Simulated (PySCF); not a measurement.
**Deuteron quadrupole couplings in `[BH2-]1OC=CC(C2CCC2)=[O+]1`**

Compound: C7H11BO2.
Z-matrix (Å and degrees, PBE0-D3(BJ)/def2-SVP geometry), rows numbered from 1:
```
B 
O   1  1.5267
C   2  1.2714  1  117.75
C   3  1.3877  2  123.93  1    14.66
C   4  1.4090  3  116.69  2    13.83
C   5  1.4915  4  122.24  3   162.01
C   6  1.5559  5  115.64  4    51.57
C   7  1.5413  6   90.65  5  -118.12
C   8  1.5414  7   89.89  6    -0.83
O   5  1.2727  4  121.01  3   -14.33
H   1  1.2110  2  109.16  3  -154.92
H   1  1.2250  2  107.83  3    77.35
H   3  1.1007  2  115.42  1  -168.84
H   4  1.0888  3  120.40  2   179.27
H   6  1.0976  5  107.08  4  -179.82
H   7  1.0987  6  112.77  5   124.17
H   7  1.0993  6  114.41  5     0.43
H   8  1.1000  7  114.43  6   116.18
H   8  1.0991  7  114.91  6  -118.46
H   9  1.0988  6  112.88  5  -124.94
H   9  1.0993  6  114.25  5    -0.97
```

Level: PBE0/pcSseg-1 (PySCF, non-relativistic); Q(2H) = 0.00286 b; rigid geometry, the same for H and D, with no vibrational averaging.

Question: Rank these positions by the coupling χzz of a deuteron there, largest first.
A. H13 (vinylic hydrogen)
B. H15 (methine hydrogen)
C. H14 (vinylic hydrogen)
D. H11 (B–H hydrogen)
E. H12 (B–H hydrogen)

Answer: C (210 kHz), B (193 kHz), A (188 kHz), D (133 kHz), E (125 kHz).

Question: Give the electric field gradient Vzz (the principal value of largest size), its asymmetry and the 2H coupling at each hydrogen.

Answer: 
```json
{"atom": "H11", "bonded to": "B1", "bond length (Å)": "1.211", "Vzz (au)": "0.1978", "η": "0.06", "χzz (kHz)": "133"}
{"atom": "H12", "bonded to": "B1", "bond length (Å)": "1.225", "Vzz (au)": "0.1861", "η": "0.05", "χzz (kHz)": "125"}
{"atom": "H13", "bonded to": "C3", "bond length (Å)": "1.101", "Vzz (au)": "0.2795", "η": "0.04", "χzz (kHz)": "188"}
{"atom": "H14", "bonded to": "C4", "bond length (Å)": "1.089", "Vzz (au)": "0.3131", "η": "0.13", "χzz (kHz)": "210"}
{"atom": "H15", "bonded to": "C6", "bond length (Å)": "1.098", "Vzz (au)": "0.2873", "η": "0.03", "χzz (kHz)": "193"}
{"atom": "H16", "bonded to": "C7", "bond length (Å)": "1.099", "Vzz (au)": "0.2932", "η": "0.01", "χzz (kHz)": "197"}
{"atom": "H17", "bonded to": "C7", "bond length (Å)": "1.099", "Vzz (au)": "0.2897", "η": "0.01", "χzz (kHz)": "195"}
{"atom": "H18", "bonded to": "C8", "bond length (Å)": "1.100", "Vzz (au)": "0.2922", "η": "0.00", "χzz (kHz)": "196"}
{"atom": "H19", "bonded to": "C8", "bond length (Å)": "1.099", "Vzz (au)": "0.2932", "η": "0.00", "χzz (kHz)": "197"}
{"atom": "H20", "bonded to": "C9", "bond length (Å)": "1.099", "Vzz (au)": "0.2931", "η": "0.01", "χzz (kHz)": "197"}
{"atom": "H21", "bonded to": "C9", "bond length (Å)": "1.099", "Vzz (au)": "0.2903", "η": "0.01", "χzz (kHz)": "195"}
```

Question: Average by the element that carries the hydrogen.

Answer: on B: 129 kHz over 2 positions, mean bond length 1.218 Å; on C: 196 kHz over 9 positions, mean bond length 1.098 Å.

Question: How does χzz go with the bond length over the 9 C–H bonds?

Answer: A straight-line fit has a slope of -15.1 kHz for each 0.01 Å, with a correlation coefficient of -0.90, over lengths from 1.089 to 1.101 Å. The longer bonds have the smaller couplings here.

Question: A static deuteron (I = 1) shows a doublet split by (3/2)χ, (3/4)χ(1 + η) and (3/4)χ(1 − η) with the field along z, y and x of the gradient. What are these for H12?

Answer: With |χ| = 125.1 kHz and η = 0.050: 188, 99 and 89 kHz, to first order and without motion.

Isolated species at its PBE0-D3(BJ)/def2-SVP geometry (one conformer only). These gradients aren't converged with respect to the basis.
